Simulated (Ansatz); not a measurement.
Results of the Gaussian-basis code of Ansatz.

A structure relaxed at PBE0-D4/def2-TZVP, charge 0, multiplicity 1:

Cartesian coordinates in Å:
```
F -0.860 -0.809 1.175
Si -0.008 -0.023 0.103
Cl 1.882 -0.733 0.172
Cl -0.026 1.933 0.611
I -0.989 -0.368 -2.061
```

Give its formula and SMILES.

Cl2FISi, `F[Si](Cl)(Cl)I`.

Point group (tolerance 0.08 Å, 0.16 Å for H)?

Cs.

Summarise the bond lengths by kind.

1 × F–Si 1.579 Å; 2 × Cl–Si 2.020 Å; 1 × I–Si 2.401 Å.
